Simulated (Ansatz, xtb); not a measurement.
A family of molecules: the atomisation energy (no zero-point term)

All atoms of one element are swapped for its congeners: SiH2F2 `F[SiH2]F`; SiH2Cl2 (dichlorosilane (DCS)) `Cl[SiH2]Cl`; SiH2Br2 (dibromosilane) `Br[SiH2]Br`. All are singlets with charge 0.

Shapes, held fixed at every level: PBE0-D4/def2-TZVP. Programs: Ansatz 0.2.0, xtb 6.7.1. Values in eV.

```csv
level,SiH2F2,SiH2Cl2,SiH2Br2
GFN0-xTB,17.79,18.12,16.00
PBE-D4/def2-TZVPP,19.11,15.34,14.13
PBE0-D4/def2-TZVPP,18.76,15.28,14.08
B2PLYP/def2-TZVPP,19.05,15.10,13.87
MP2/def2-SVP,18.14,14.24,13.17
MP2/def2-TZVPP,19.37,15.27,14.06
CCSD/def2-TZVPP,18.61,14.73,13.57
CCSD(T)/def2-TZVPP,18.82,14.95,13.79
```

At CCSD(T)/def2-TZVPP the atomisation energy falls at every step, from 18.82 to 13.79 eV. 7 of 8 levels show this order throughout; 7 agree on the largest and the smallest. Relativity is left out for Br unless named. Correlated rows may include outer-core shells of Br, which these sets cover unevenly. GFN0-xTB strays far from the other rows. xTB rows lack spin polarisation. Spin-orbit coupling, which grows down the group, is left out (summed over each molecule's free atoms 0.05, 0.09, 0.32 eV).
